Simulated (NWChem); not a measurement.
All runs are NWChem calculations. System: H4AlN, charge 0, spin multiplicity 1, at a geometry optimised with PBE/def2-SVP. The structure started from a generated list of species. Level: EOM-CCSD/aug-cc-pVDZ, 6 core orbitals frozen.

Job file:

```
start mol
memory heap 100 mb stack 700 mb global 1900 mb
geometry units angstroms nocenter noautoz
  Al     0.000000     0.000000    -0.657423
  H     -1.418241     0.000000    -1.394559
  H      1.418241     0.000000    -1.394559
  N      0.000000     0.000000     1.128508
  H     -0.836359     0.000000     1.718028
  H      0.836359     0.000000     1.718028
  symmetry group C2v
end
basis spherical
  * library aug-cc-pvdz
end
scf
  rhf
  nopen 0
  maxiter 100
  thresh 1e-7
  semidirect memsize 60000000 filesize 0
end
tce
  freeze core 6
  ccsd
  nroots 1
  2eorb
  2emet 13
  thresh 1e-5
  maxiter 200
  tilesize 24
end
task tce energy
```

NWChem printed:

```
             Northwest Computational Chemistry Package (NWChem) 7.3.0
             --------------------------------------------------------

                                NWChem Input Module
                                -------------------

 Scaling coordinates for geometry "geometry" by  1.889725989
 (inverse scale =  0.529177249)

 Turning off AUTOSYM since
 SYMMETRY directive was detected!

                             Geometry "geometry" -> ""
                             -------------------------

 Output coordinates in angstroms (scale by  1.889725989 to convert to a.u.)

  No.       Tag          Charge          X              Y              Z
 ---- ---------------- ---------- -------------- -------------- --------------
    1 Al                  13.0000     0.00000000     0.00000000    -0.65742300
    2 H                    1.0000    -1.41824100     0.00000000    -1.39455900
    3 H                    1.0000     1.41824100     0.00000000    -1.39455900
    4 N                    7.0000     0.00000000     0.00000000     1.12850800
    5 H                    1.0000    -0.83635900     0.00000000     1.71802800
    6 H                    1.0000     0.83635900     0.00000000     1.71802800

 Effective nuclear repulsion energy (a.u.)      51.9471246570

            Nuclear Dipole moment (a.u.)
            ----------------------------
        X                 Y               Z
 ---------------- ---------------- ----------------
     0.0000000000     0.0000000000    -0.0000094486

      Symmetry information
      --------------------

 Group name             C2v
 Group number             16
 Group order               4
 No. of unique centers     4

      Symmetry unique atoms

     1    2    4    5


 Summary of "ao basis" -> "" (spherical)
 ------------------------------------------------------------------------------
       Tag                 Description            Shells   Functions and Types
 ---------------- ------------------------------  ------  ---------------------
 *                        aug-cc-pvdz                 on all atoms

 Summary of "ao basis" -> "ao basis" (spherical)
[...]
 Excitation energy / hartree =        0.289966499272387
                   / eV      =        7.890393267431295
 largest EOMCCSD amplitudes: R1 and R2

 Singles contributions
    14a1  (alpha) ---    11b1  (alpha)        0.6107248679
    16a1  (alpha) ---    11b1  (alpha)       -0.3241401363
    20a1  (alpha) ---    11b1  (alpha)       -0.1171464453
    22a1  (alpha) ---    11b1  (alpha)       -0.5487272327
    24a1  (alpha) ---    11b1  (alpha)        0.1457638024
    34a1  (alpha) ---    11b1  (alpha)        0.1121206254

 Doubles contributions

 =========================================
 Excited-state calculation ( b2  symmetry)
 =========================================
 Dim. of EOMCC iter. space      500

 EOMCCSD SOLVER TYPE  1
  maxdiff =   0.43010310009683567

 No. of initial right vectors    1

 EOM-CCSD right-hand side iterations
 --------------------------------------------------------------
      Residuum       Omega / hartree  Omega / eV    Cpu    Wall
 --------------------------------------------------------------

 Iteration   1 using    1 trial vectors
   0.4770630815718   0.3802173801717   10.34625     0.6     0.6

 Iteration   2 using    2 trial vectors
   0.1068606546864   0.2712995215331    7.38244     0.4     0.4

 Iteration   3 using    3 trial vectors
   0.1083400736745   0.2528746421499    6.88107     0.5     0.5

 Iteration   4 using    4 trial vectors
   0.0871167482610   0.2286853918806    6.22285     0.4     0.4

 Iteration   5 using    5 trial vectors
   0.0319177153173   0.2233853112364    6.07863     0.4     0.4

 Iteration   6 using    6 trial vectors
   0.0151181617626   0.2225683567966    6.05640     0.5     0.5

 Iteration   7 using    7 trial vectors
   0.0121682965322   0.2219920623212    6.04071     0.5     0.5

 Iteration   8 using    8 trial vectors
   0.0065588097566   0.2220355279938    6.04190     0.5     0.5

 Iteration   9 using    9 trial vectors
   0.0044038942708   0.2219865972817    6.04057     0.4     0.4

 Iteration  10 using   10 trial vectors
   0.0029552456800   0.2219883992397    6.04061     0.4     0.4

 Iteration  11 using   11 trial vectors
   0.0013644057349   0.2219870738589    6.04058     0.4     0.4

 Iteration  12 using   12 trial vectors
   0.0007316267536   0.2219589926478    6.03981     0.4     0.4

 Iteration  13 using   13 trial vectors
   0.0004545616154   0.2219568685842    6.03976     0.5     0.5

 Iteration  14 using   14 trial vectors
   0.0003026751607   0.2219597458707    6.03983     0.5     0.5

 Iteration  15 using   15 trial vectors
   0.0001875025860   0.2219634704584    6.03994     0.4     0.4

 Iteration  16 using   16 trial vectors
   0.0000938693872   0.2219631142339    6.03993     0.4     0.4

 Iteration  17 using   17 trial vectors
   0.0000413458952   0.2219624651045    6.03991     0.4     0.4

 Iteration  18 using   18 trial vectors
   0.0000185103589   0.2219623311385    6.03990     0.4     0.4

 Iteration  19 using   19 trial vectors
   0.0000095958050   0.2219622464203    6.03990     0.5     0.5
 --------------------------------------------------------------
 Iterations converged
 ------------------

 Excited state root  1
 Excitation energy / hartree =        0.221962246420268
                   / eV      =        6.039902606587715
 largest EOMCCSD amplitudes: R1 and R2

 Singles contributions
    14a1  (alpha) ---    12b2  (alpha)       -0.6044531922
    16a1  (alpha) ---    12b2  (alpha)        0.5018299555
    17a1  (alpha) ---    12b2  (alpha)       -0.1764964300
    20a1  (alpha) ---    12b2  (alpha)        0.2208217732
    22a1  (alpha) ---    12b2  (alpha)        0.2610246408
    24a1  (alpha) ---    12b2  (alpha)       -0.1915226505
    27a1  (alpha) ---    12b2  (alpha)        0.1120829546
    29a1  (alpha) ---    12b2  (alpha)        0.2080420609

 Doubles contributions

 Task  times  cpu:       62.3s     wall:       62.3s

 Total times  cpu:       62.4s     wall:       62.4s
```
